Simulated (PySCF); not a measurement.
C6H9Si2 (doublet state).
Atom-mapped SMILES: `[SiH3:1][c:2]1[c:3][cH:4][c:5]([SiH3:6])[cH:7][cH:8]1` (hydrogens: H9, H10, H11 on Si1; H12 on C4; H13, H14, H15 on Si6; H16 on C7; H17 on C8)

Method used: PySCF 2.14.0, PBE0-D3(BJ)/def2-SVP geometry optimisation, gas phase.

**Question.** Give the optimised bond lengths and angles.

**Answer.** 
| bond | length (Å) |
| --- | --- |
| Si1–C2 | 1.883 |
| C2–C3 | 1.379 |
| C3–C4 | 1.374 |
| C4–C5 | 1.411 |
| C5–Si6 | 1.882 |
| C5–C7 | 1.404 |
| C7–C8 | 1.395 |
| C2–C8 | 1.409 |
| Si1–H9, Si1–H10, Si1–H11 | 1.494 |
| C4–H12 | 1.095 |
| Si6–H13, Si6–H14, Si6–H15 | 1.494 |
| C7–H16 | 1.094 |
| C8–H17 | 1.095 |

Bonds in one row agree within 0.01 Å and their mean is given. A selection of angles:
| angle | degrees |
| --- | --- |
| Si1–C2–C3 | 122.5 |
| Si1–C2–C8 | 122.6 |
| C3–C2–C8 | 114.9 |
| C2–C3–C4 | 127.2 |
| C3–C4–C5 | 117.0 |
| C4–C5–Si6 | 120.3 |
| C4–C5–C7 | 118.5 |
| Si6–C5–C7 | 121.3 |
| C5–C7–C8 | 121.7 |
| C2–C8–C7 | 120.8 |

Si6 (silicon bonded to C and 3 H) is tetrahedral (angles from 108.1° to 110.7°). The 8 heavy atoms lie in one plane (0.014 Å rms). Si1 (silicon bonded to C and 3 H) is tetrahedral (angles from 108.4° to 110.6°). C8 (carbon bonded to 2 C and H) is planar (angles 120.8°, 119.9° and 119.4°, sum 360.0°, 0.00 Å off the plane of its three neighbours). C5 (carbon bonded to 2 C and Si) is planar (angles 121.3°, 120.3° and 118.5°, sum 360.0°, 0.01 Å off the plane of its three neighbours). C7 (carbon bonded to 2 C and H) is planar (angles 121.7°, 119.6° and 118.7°, sum 360.0°, 0.00 Å off the plane of its three neighbours). The C–C distances run from 1.374 Å (C3–C4, aromatic) to 1.411 Å (C4–C5, aromatic), a spread of 0.037 Å.

Stationary, but not proved a minimum. ⟨S²⟩ = 0.761 (exact for a doublet: 0.75).
